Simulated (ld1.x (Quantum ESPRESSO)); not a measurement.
# Debugging a pseudopotential input (palladium (Pd), ld1.x (Quantum ESPRESSO) 7.5)

Command:

```bash
ld1.x < Pd.in > Pd.out
```

Input:

```
&input
   title='Pd', zed=46., rel=1, dft='PZ', iswitch=3, beta=0.95,
   config='[Kr] 4d8 5s0 5p0',
   nld=3, rlderiv=1.85, eminld=-10.0, emaxld=5.0, deld=0.04
 /
 &inputp
   pseudotype=2, tm=.true., lloc=1,
   nlcc=.false.,
   file_pseudopw='Pd.UPF', file_wfcaegen='ae.wfc', file_wfcncgen='nc.wfc', file_beta='beta', file_chi='chi'
 /
3
4S  1  0   2.00   0.00  1.10  1.10  0.0
4D  3  2   8.00   0.00  1.70  1.70  0.0
4P  2  1   6.00   0.00  1.15  1.15  0.0
 &test
   configts(1)='4s2 4p6 4d8 5s0 5p0'
 /
```

This is an input that runs to its end, with one change: mixing beta=0.95.

**Question.** How does the run end?

**Answer.** The program runs through. The occupied levels of the test differ from the all-electron ones by at most 0.00008 Ry (unchanged input: 0.00008 Ry).

```

     n l     nl             e AE (Ry)        e PS (Ry)    De AE-PS (Ry)
     1 0     4S   1( 2.00)       -8.12508       -8.12516        0.00008
     2 1     4P   1( 6.00)       -5.60258       -5.60265        0.00007
     3 2     4D   1( 8.00)       -2.02678       -2.02679        0.00001
     2 0     5S   1( 0.00)       -1.51294       -1.52357        0.01063  !
     3 1     5P   1( 0.00)       -1.04520       -1.04987        0.00467

     eps = 8.8E-15  iter =  7

     Etot =  -10080.022148 Ry,   -5040.011074 Ha, -137145.688021 eV
     Etotps =  -252.540097 Ry,    -126.270048 Ha,   -3435.983061 eV

     Ekin =      89.971525 Ry,      44.985762 Ha,    1224.124957 eV
     Encl =    -510.208616 Ry,    -255.104308 Ha,   -6941.741855 eV
     Ehrt =     193.766847 Ry,      96.883423 Ha,    2636.332254 eV
     Ecxc =     -23.290486 Ry,     -11.645243 Ha,    -316.883211 eV
     Epseu=      -2.779366 Ry,      -1.389683 Ha,     -37.815205 eV

     ---------------------- End of pseudopotential test ----------------------
```
